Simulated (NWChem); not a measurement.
System: C₂H₆BFO; SMILES CB(O)CF

Parts of the log:

```
             Northwest Computational Chemistry Package (NWChem) 7.3.0
             --------------------------------------------------------

 C1  symmetry detected

                             Geometry "geometry" -> ""
                             -------------------------

 Output coordinates in angstroms (scale by  1.889725989 to convert to a.u.)

  No.       Tag          Charge          X              Y              Z
 ---- ---------------- ---------- -------------- -------------- --------------
    1 C                    6.0000    -0.62620545     1.93927587     0.00629793
    2 B                    5.0000     0.08805618     0.52554058    -0.00620014
    3 O                    8.0000     1.41349361     0.45151662    -0.00339420
    4 C                    6.0000    -0.79360246    -0.82307578    -0.01224971
    5 F                    9.0000     0.03102149    -1.94837239     0.00977338
    6 H                    1.0000     0.08110122     2.75021030    -0.13598187
    7 H                    1.0000    -1.38847133     2.01451599    -0.76492926
    8 H                    1.0000    -1.12926099     2.10593449     0.95639499
    9 H                    1.0000     1.79070688    -0.43250659    -0.00131710
   10 H                    1.0000    -1.41419885    -0.92527133    -0.90772393
   11 H                    1.0000    -1.44845266    -0.91456775     0.85946169

 Effective nuclear repulsion energy (a.u.)     166.8951862719

                                Z-matrix (autoz)
                                --------

 Units are Angstrom for bonds and degrees for angles

[...]

      ----------------------
      Optimization converged
      ----------------------

  Step       Energy      Delta E   Gmax     Grms     Xrms     Xmax
  ---- ---------------- -------- -------- -------- -------- --------
@    5    -279.26496884 -8.8D-07  0.00010  0.00003  0.00081  0.00165
                                     ok       ok       ok       ok

                                Z-matrix (autoz)
                                --------

 Units are Angstrom for bonds and degrees for angles

[...]

 Rotational Constants
 --------------------
 A=   0.297052 cm-1  (  0.427382 K)
 B=   0.111094 cm-1  (  0.159836 K)
 C=   0.083409 cm-1  (  0.120005 K)

 Temperature                      =   298.15K
 frequency scaling parameter      =   1.0000

 Zero-Point correction to Energy  =   52.161 kcal/mol  (  0.083124 au)
 Thermal correction to Energy     =   55.736 kcal/mol  (  0.088821 au)
 Thermal correction to Enthalpy   =   56.328 kcal/mol  (  0.089765 au)

 Total Entropy                    =   74.765 cal/mol-K
   - Translational                =   38.884 cal/mol-K (mol. weight =  76.0496)
   - Rotational                   =   25.863 cal/mol-K (symmetry #  =        1)
   - Vibrational                  =   10.017 cal/mol-K

 Cv (constant volume heat capacity) =   19.677 cal/mol-K
   - Translational                  =    2.979 cal/mol-K
   - Rotational                     =    2.979 cal/mol-K
   - Vibrational                    =   13.719 cal/mol-K

[normal modes left out]

 ----------------------------------------------------------------------------
 Normal Eigenvalue ||           Projected Infra Red Intensities
  Mode   [cm**-1]  || [atomic units] [(debye/angs)**2] [(KM/mol)] [arbitrary]
 ------ ---------- || -------------- ----------------- ---------- -----------
    1      -31.811 ||    0.000208           0.005         0.202       0.077
    2       -0.000 ||    0.000230           0.005         0.224       0.085
    3       -0.000 ||    0.000191           0.004         0.186       0.071
    4       -0.000 ||    0.000703           0.016         0.685       0.261
    5       -0.000 ||    0.000204           0.005         0.199       0.076
    6        0.000 ||    0.000102           0.002         0.099       0.038
    7        0.000 ||    0.000011           0.000         0.011       0.004
    8      118.503 ||    0.005353           0.123         5.218       1.989
    9      211.811 ||    0.009090           0.210         8.861       3.377
   10      310.246 ||    0.005434           0.125         5.297       2.019
   11      340.756 ||    0.000680           0.016         0.663       0.252
   12      494.420 ||    0.013762           0.317        13.416       5.113
   13      636.137 ||    0.037571           0.867        36.626      13.958
   14      721.113 ||    0.002092           0.048         2.040       0.777
   15      791.455 ||    0.044471           1.026        43.352      16.521
   16      814.699 ||    0.006284           0.145         6.126       2.334
   17      909.532 ||    0.026698           0.616        26.027       9.918
   18      961.242 ||    0.128501           2.965       125.269      47.739
   19     1038.620 ||    0.010794           0.249        10.522       4.010
   20     1188.930 ||    0.001744           0.040         1.700       0.648
   21     1190.327 ||    0.084456           1.948        82.331      31.376
   22     1257.595 ||    0.017416           0.402        16.978       6.470
   23     1323.813 ||    0.159281           3.675       155.275      59.174
   24     1358.876 ||    0.080612           1.860        78.585      29.948
   25     1387.932 ||    0.013858           0.320        13.509       5.148
   26     1388.163 ||    0.005401           0.125         5.265       2.006
   27     1415.012 ||    0.091255           2.105        88.960      33.902
   28     2948.784 ||    0.017991           0.415        17.539       6.684
   29     2969.831 ||    0.001971           0.045         1.921       0.732
   30     2996.734 ||    0.018476           0.426        18.012       6.864
   31     3043.793 ||    0.007389           0.170         7.203       2.745
   32     3083.656 ||    0.008542           0.197         8.327       3.173
   33     3602.786 ||    0.087506           2.019        85.305      32.509
 ----------------------------------------------------------------------------

 ===============================================================================
      Negative Nuclear Hessian Mode    1  Eigenvalue =    -31.81 cm**(-1)
 -------------------------------------------------------------------------------
   Raw step length:  0.509 angstroms ;  The Raw step for this mode is:
    1 C                    6.0000     0.00073398     0.00118394    -0.00396333
    2 B                    5.0000     0.00054434     0.00077000     0.01173627
    3 O                    8.0000     0.00016224    -0.00220757    -0.01454114
    4 C                    6.0000    -0.00089132     0.00055797     0.03223863
    5 F                    9.0000     0.00112878     0.00090301    -0.01210107
    6 H                    1.0000     0.03307676     0.01465023     0.24267322
    7 H                    1.0000     0.20839108     0.06055194    -0.21006257
    8 H                    1.0000    -0.26549880    -0.08190319    -0.13319378
    9 H                    1.0000    -0.00182648    -0.00292075    -0.02670840
   10 H                    1.0000    -0.03980276     0.00458578     0.05982600
   11 H                    1.0000     0.03773384    -0.00610284     0.06148559

  Geometry after  100.0% step for mode  1; Step length =  0.509 angstroms
   Maximum component (any atom: x,y, or z) displacement:  0.502
    1 C                    6.0000    -0.62495359     1.95634447    -0.00146713
    2 B                    5.0000     0.06261688     0.54057242     0.00345014
    3 O                    8.0000     1.41900313     0.42712983    -0.01895594
    4 C                    6.0000    -0.75595248    -0.83115211     0.02035525
    5 F                    9.0000     0.14668804    -1.91663296    -0.00083523
    6 H                    1.0000     0.13485305     2.79252266     0.10351913
    7 H                    1.0000    -1.20476662     2.09882399    -0.98612621
    8 H                    1.0000    -1.40796789     2.03808458     0.84013983
    9 H                    1.0000     1.64467186    -0.52946551    -0.02478853
   10 H                    1.0000    -1.43930647    -0.92124084    -0.85697032
   11 H                    1.0000    -1.39694662    -0.92171802     0.92920023

  Geometry after -100.0% step for mode  1; Step length =  0.509 angstroms
   Maximum component (any atom: x,y, or z) displacement:  0.502
    1 C                    6.0000    -0.62642156     1.95397660     0.00645952
    2 B                    5.0000     0.06152820     0.53903241    -0.02002240
    3 O                    8.0000     1.41867866     0.43154497     0.01012634
    4 C                    6.0000    -0.75416984    -0.83226804    -0.04412200
    5 F                    9.0000     0.14443047    -1.91843898     0.02336690
    6 H                    1.0000     0.06869953     2.76322220    -0.38182731
    7 H                    1.0000    -1.62154878     1.97772011    -0.56600107
    8 H                    1.0000    -0.87697029     2.20189095     1.10652738
    9 H                    1.0000     1.64832482    -0.52362400     0.02862827
   10 H                    1.0000    -1.35970094    -0.93041240    -0.97662233
   11 H                    1.0000    -1.47241430    -0.90951234     0.80622905

  Geometry after   50.0% step for mode  1; Step length =  0.254 angstroms
   Maximum component (any atom: x,y, or z) displacement:  0.251
    1 C                    6.0000    -0.62532059     1.95575250     0.00051453
    2 B                    5.0000     0.06234471     0.54018742    -0.00241799
    3 O                    8.0000     1.41892201     0.42823362    -0.01168537
    4 C                    6.0000    -0.75550682    -0.83143109     0.00423594
    5 F                    9.0000     0.14612365    -1.91708446     0.00521530
    6 H                    1.0000     0.11831467     2.78519755    -0.01781748
    7 H                    1.0000    -1.30896216     2.06854802    -0.88109492
    8 H                    1.0000    -1.27521849     2.07903617     0.90673672
    9 H                    1.0000     1.64558510    -0.52800514    -0.01143433
   10 H                    1.0000    -1.41940508    -0.92353373    -0.88688332
   11 H                    1.0000    -1.41581354    -0.91866660     0.89845743

  Geometry after  -50.0% step for mode  1; Step length =  0.254 angstroms
   Maximum component (any atom: x,y, or z) displacement:  0.251
    1 C                    6.0000    -0.62605457     1.95456856     0.00447786
    2 B                    5.0000     0.06180037     0.53941742    -0.01415427
    3 O                    8.0000     1.41875977     0.43044119     0.00285577
    4 C                    6.0000    -0.75461550    -0.83198905    -0.02800268
    5 F                    9.0000     0.14499486    -1.91798748     0.01731637
    6 H                    1.0000     0.08523791     2.77054732    -0.26049070
    7 H                    1.0000    -1.51735324     2.00799608    -0.67103235
    8 H                    1.0000    -1.00971969     2.16093936     1.03993050
    9 H                    1.0000     1.64741158    -0.52508438     0.01527407
   10 H                    1.0000    -1.37960232    -0.92811951    -0.94670932
   11 H                    1.0000    -1.45354738    -0.91256376     0.83697184

  Geometry after   39.9% step for mode  1; Step length =  0.203 angstroms
   Maximum component (any atom: x,y, or z) displacement:  0.200
    1 C                    6.0000    -0.62539499     1.95563248     0.00091630
    2 B                    5.0000     0.06228953     0.54010936    -0.00360772
    3 O                    8.0000     1.41890556     0.42845740    -0.01021132
    4 C                    6.0000    -0.75541646    -0.83148765     0.00096787
    5 F                    9.0000     0.14600922    -1.91717600     0.00644200
    6 H                    1.0000     0.11496164     2.78371243    -0.04241757
    7 H                    1.0000    -1.33008703     2.06240980    -0.85980062
    8 H                    1.0000    -1.24830454     2.08733880     0.92023874
    9 H                    1.0000     1.64577026    -0.52770905    -0.00872687
   10 H                    1.0000    -1.41537023    -0.92399860    -0.89294796
   11 H                    1.0000    -1.41963867    -0.91804795     0.89222456

  Geometry after  -39.9% step for mode  1; Step length =  0.203 angstroms
   Maximum component (any atom: x,y, or z) displacement:  0.200
    1 C                    6.0000    -0.62598016     1.95468858     0.00407609
    2 B                    5.0000     0.06185555     0.53949547    -0.01296455
    3 O                    8.0000     1.41877622     0.43021740     0.00138171
    4 C                    6.0000    -0.75470586    -0.83193249    -0.02473461
    5 F                    9.0000     0.14510929    -1.91789594     0.01608967
    6 H                    1.0000     0.08859094     2.77203243    -0.23589061
    7 H                    1.0000    -1.49622837     2.01413431    -0.69232666
    8 H                    1.0000    -1.03663364     2.15263673     1.02642847
    9 H                    1.0000     1.64722643    -0.52538046     0.01256660
   10 H                    1.0000    -1.38363718    -0.92765464    -0.94064469
   11 H                    1.0000    -1.44972225    -0.91318241     0.84320472

  Geometry after   19.9% step for mode  1; Step length =  0.101 angstroms
   Maximum component (any atom: x,y, or z) displacement:  0.100
    1 C                    6.0000    -0.62554128     1.95539651     0.00170625
    2 B                    5.0000     0.06218104     0.53995589    -0.00594692
    3 O                    8.0000     1.41887323     0.42889740    -0.00731306
    4 C                    6.0000    -0.75523881    -0.83159886    -0.00545775
    5 F                    9.0000     0.14578424    -1.91735599     0.00885392
    6 H                    1.0000     0.10836896     2.78079243    -0.09078583
    7 H                    1.0000    -1.37162236     2.05034092    -0.81793213
    8 H                    1.0000    -1.19538681     2.10366328     0.94678617
    9 H                    1.0000     1.64613430    -0.52712691    -0.00340350
   10 H                    1.0000    -1.40743697    -0.92491261    -0.90487214
   11 H                    1.0000    -1.42715956    -0.91683157     0.87996960

  Geometry after  -19.9% step for mode  1; Step length =  0.101 angstroms
   Maximum component (any atom: x,y, or z) displacement:  0.100
    1 C                    6.0000    -0.62583387     1.95492456     0.00328614
    2 B                    5.0000     0.06196405     0.53964895    -0.01062534
    3 O                    8.0000     1.41880856     0.42977740    -0.00151654
    4 C                    6.0000    -0.75488351    -0.83182128    -0.01830899
    5 F                    9.0000     0.14533427    -1.91771595     0.01367775
    6 H                    1.0000     0.09518362     2.77495243    -0.18752235
    7 H                    1.0000    -1.45469303     2.02620318    -0.73419515
    8 H                    1.0000    -1.08955136     2.13631225     0.99988104
    9 H                    1.0000     1.64686239    -0.52596261     0.00724323
   10 H                    1.0000    -1.39157044    -0.92674063    -0.92872051
   11 H                    1.0000    -1.44220136    -0.91439880     0.85545968
```

Level: PBE-D3(BJ)/def2-SVP. The optimisation ended at a saddle point (imaginary frequency).

Question: Which NWChem input produces such a log?

Answer: Several could match; the one computed here: the input that was run:
```
start job
memory heap 200 mb stack 700 mb global 900 mb
geometry units angstroms
  C      2.065796    -0.506144     0.083568
  B      0.589371     0.065744     0.129248
  O      0.358929     1.268169     0.642417
  C     -0.631802    -0.807340    -0.456060
  F     -1.833043    -0.106089    -0.346291
  H      2.758437     0.119614     0.637478
  H      2.122144    -1.514045     0.486634
  H      2.423277    -0.562343    -0.942382
  H     -0.554623     1.566748     0.634384
  H     -0.784224    -1.746864     0.083866
  H     -0.520967    -1.047149    -1.517798
end
basis spherical
  * library def2-svp
end
dft
  xc xpbe96 cpbe96
  disp vdw 4
  iterations 150
end
driver
  maxiter 120
end
task dft optimize
task dft freq
```
